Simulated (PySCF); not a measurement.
Unknowns

Computational details: NMR shieldings at PBE0/pcSseg-1/GIAO, GFN2-xTB structure, in PySCF (a single conformation, in vacuum, equivalent nuclei averaged, no relativistic terms).

References, each an isolated molecule treated in the same way: $^{1}$H, $^{13}$C vs TMS. Splittings of carbon signals by F and P are missing where no couplings were computed. Where no couplings were computed, multiplicities follow the n + 1 count of equivalent neighbours, and m marks all less simple cases (inequivalent or close neighbours, rings, F or P nearby). Acid and N–H amide carbonyl carbons lie up to 10 ppm further downfield in solution (hydrogen bonding). Shifts are as computed. Against solution values, carbons near 30 ppm lie about +3 ppm off and those near 130 ppm about +5 ppm; carbons on Cl a further +6 ppm. Of 1211 compounds with measured shifts, 218 miss one by over three times the rms of a fit or turn the order of signals round; such compounds aren't used in these exercises. Carbons bonded to Cl come out too deshielded. OH and NH positions are gas-phase values without hydrogen bonding to other molecules.

Task: C7H4ClFO. $^{1}$H NMR (600 MHz, computed): δ 8.45 (m, 2H), 7.77 (d, 2H). $^{13}$C{$^{1}$H} NMR (computed): δ 165.1 (C), 155.0 (C), 140.4 (CH), 135.5 (CH), 127.7 (C). Identify the compound.

Result: SMILES O=C(F)c1ccc(Cl)cc1. Rings plus π bonds: 5 (1 ring in the answer). 5 carbon signals for 7 carbons: some carbons are equivalent by symmetry or fast rotation. Carbon types of the structure: 3 × C, 4 × CH, which accounts for all hydrogens. δC 165.1: carbonyl carbon. δC 155.0: aromatic carbon bearing chlorine. δC 140.4, 135.5: aromatic CH. δC 127.7: substituted aromatic carbon.

The shifts were computed for this structure.

Task: C4H8O2Si2. $^{1}$H NMR (300 MHz, computed): δ 6.21 (br s, 1H), 4.31 (m, 1H), 4.24 (m, 1H), 3.76 (m, 3H), 3.41 (m, 1H), 1.82 (d, 1H). $^{13}$C{$^{1}$H} NMR (computed): δ 181.9 (C), 83.6 (C), 80.0 (CH), 23.1 (CH). Identify the compound.

Result: SMILES C(#C)[C@H]([SiH2][SiH3])C(=O)O. Rings plus π bonds: 3 (no ring in the answer). 4 carbon signals for 4 carbons: no two carbons are equivalent. Carbon types of the structure: 2 × C, 2 × CH, leaving 6 H on heteroatoms. δC 181.9: carboxylic acid carbon; it is a carbonyl in resonance with an O or N lone pair, the region of acids, esters and amides. δC 83.6: alkyne carbon; sp carbons lie upfield of alkene carbons because the cylindrical π system leaves one tensor component strongly shielded. δC 80.0: terminal alkyne carbon; sp carbons lie upfield of alkene carbons because the cylindrical π system leaves one tensor component strongly shielded. δH 1.82: hydrogen on a terminal alkyne carbon; it lies on the axis of the triple bond, in its shielding cone.

The data come from this structure; uniqueness wasn't tested.

Task: C7H4ClFO. $^{1}$H NMR (400 MHz, computed): δ 8.68 (m, 2H), 7.46 (m, 2H). $^{13}$C{$^{1}$H} NMR (computed): δ 178.1, 175.2, 142.4, 132.3, 121.8. Give a structure.

Result: SMILES C1(F)=CC=C(C(=O)Cl)C=C1. The formula gives 5 degrees of unsaturation (1 ring in the answer). 5 carbon signals for 7 carbons: some carbons are equivalent by symmetry or fast rotation. Carbon types of the structure: 3 × C, 4 × CH, which accounts for all hydrogens. δC 178.1: aromatic carbon bearing fluorine; an ipso carbon deshielded by its heteroatom. δC 175.2: carbonyl carbon. δC 132.3: substituted aromatic carbon. δH 8.68, 7.46: hydrogen on an aromatic CH.

The shifts were computed for this structure.

Task: C7H4ClFO. $^{1}$H NMR (600 MHz, computed): δ 8.44 (m, 1H), 8.27 (d, 1H), 7.79 (m, 1H), 7.67 (m, 1H). $^{13}$C{$^{1}$H} NMR (computed): δ 176.1 (C), 172.6 (C), 138.7 (C), 135.8 (CH), 133.0 (CH), 129.4 (CH), 127.9 (CH). Identify the compound.

Result: `O=C(Cl)c1cccc(F)c1`. The formula gives 5 degrees of unsaturation (1 ring in the answer). 7 carbon signals for 7 carbons: no two carbons are equivalent. Carbon types of the structure: 3 × C, 4 × CH, which accounts for all hydrogens. δC 176.1: carbonyl carbon. δC 172.6: aromatic carbon bearing fluorine; σ withdrawal by the attached heteroatom moves it downfield of the ring CH carbons. δC 138.7: substituted aromatic carbon. δC 135.8, 133.0, 129.4, 127.9: aromatic CH; the aromatic region.

This is the structure that produced the data.
